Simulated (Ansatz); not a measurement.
Relaxation of BF₂H₅O₂ (10 atoms, charge 0, multiplicity 1), to a largest force component of 0.03 eV/Å in at most 50 steps.

All numbers below come from RKS PBE/def2-SVP in Ansatz.

```xyz
10
Properties=species:S:1:pos:R:3:forces:R:3
B -0.313 0.129 -0.893 0.61 0.54 -0.06
H -0.662 -0.028 1.532 -2.48 0.44 -0.57
O 0.048 -1.136 -1.216 0.00 -0.01 0.00
O -1.612 0.535 -0.787 -0.01 0.01 0.00
H 2.061 0.188 0.736 -0.25 0.71 -1.04
F 0.712 1.046 -0.737 -0.46 -0.60 0.05
H 0.005 -0.151 1.728 2.39 -0.44 0.73
F 2.167 -0.337 1.481 0.19 -0.64 0.89
H -0.725 -1.721 -1.304 0.01 0.01 0.00
H -1.681 1.475 -0.541 0.00 -0.01 0.00
```

Problem. Where does it end, and by what steps?

Solution. The run converged. The force dipped under the threshold on the way, but the program's further checks kept it going. After 23 steps the energy has fallen by 0.285 eV; H10 moved furthest, 1.61 Å.

```json
{"step": "0", "energy less start (eV)": "0.0000", "largest force component (eV/Å)": "2.484", "accepted": "yes"}
{"step": "1", "energy less start (eV)": "-0.1467", "largest force component (eV/Å)": "0.293", "accepted": "yes"}
{"step": "2", "energy less start (eV)": "-0.1863", "largest force component (eV/Å)": "0.332", "accepted": "yes"}
{"step": "3", "energy less start (eV)": "-0.2000", "largest force component (eV/Å)": "0.416", "accepted": "yes"}
{"step": "4", "energy less start (eV)": "-0.1909", "largest force component (eV/Å)": "0.612", "accepted": "no"}
{"step": "5", "energy less start (eV)": "-0.2074", "largest force component (eV/Å)": "0.026", "accepted": "yes"}
{"step": "6", "energy less start (eV)": "-0.2096", "largest force component (eV/Å)": "0.053", "accepted": "yes"}
{"step": "7", "energy less start (eV)": "-0.2140", "largest force component (eV/Å)": "0.124", "accepted": "yes"}
{"step": "8", "energy less start (eV)": "-0.2181", "largest force component (eV/Å)": "0.325", "accepted": "yes"}
{"step": "9", "energy less start (eV)": "-0.2271", "largest force component (eV/Å)": "0.321", "accepted": "yes"}
{"step": "10", "energy less start (eV)": "-0.2393", "largest force component (eV/Å)": "0.424", "accepted": "yes"}
{"step": "11", "energy less start (eV)": "-0.2430", "largest force component (eV/Å)": "0.543", "accepted": "yes"}
{"step": "12", "energy less start (eV)": "-0.2630", "largest force component (eV/Å)": "0.209", "accepted": "yes"}
{"step": "13", "energy less start (eV)": "-0.2740", "largest force component (eV/Å)": "0.190", "accepted": "yes"}
{"step": "14", "energy less start (eV)": "-0.2784", "largest force component (eV/Å)": "0.078", "accepted": "yes"}
{"step": "15", "energy less start (eV)": "-0.2805", "largest force component (eV/Å)": "0.078", "accepted": "yes"}
{"step": "16", "energy less start (eV)": "-0.2817", "largest force component (eV/Å)": "0.088", "accepted": "yes"}
{"step": "17", "energy less start (eV)": "-0.2826", "largest force component (eV/Å)": "0.060", "accepted": "yes"}
{"step": "18", "energy less start (eV)": "-0.2833", "largest force component (eV/Å)": "0.026", "accepted": "yes"}
{"step": "19", "energy less start (eV)": "-0.2839", "largest force component (eV/Å)": "0.051", "accepted": "yes"}
{"step": "20", "energy less start (eV)": "-0.2842", "largest force component (eV/Å)": "0.065", "accepted": "yes"}
{"step": "21", "energy less start (eV)": "-0.2845", "largest force component (eV/Å)": "0.054", "accepted": "yes"}
{"step": "22", "energy less start (eV)": "-0.2847", "largest force component (eV/Å)": "0.027", "accepted": "yes"}
{"step": "23", "energy less start (eV)": "-0.2849", "largest force component (eV/Å)": "0.017", "accepted": "yes"}
```

```xyz
10
Properties=species:S:1:pos:R:3
B -0.082 -0.068 -1.132
H -0.835 1.095 2.338
O 0.103 -0.791 -2.265
O -1.202 -0.142 -0.370
H 1.593 0.066 0.644
F 0.942 0.782 -0.791
H -0.230 0.647 2.169
F 1.487 -0.544 1.359
H -0.646 -1.392 -2.424
H -1.130 0.348 0.472
```

Run time: 29 s on 2 threads of Arm Neoverse V2, with other jobs on the host, peak memory 0.12 GiB.
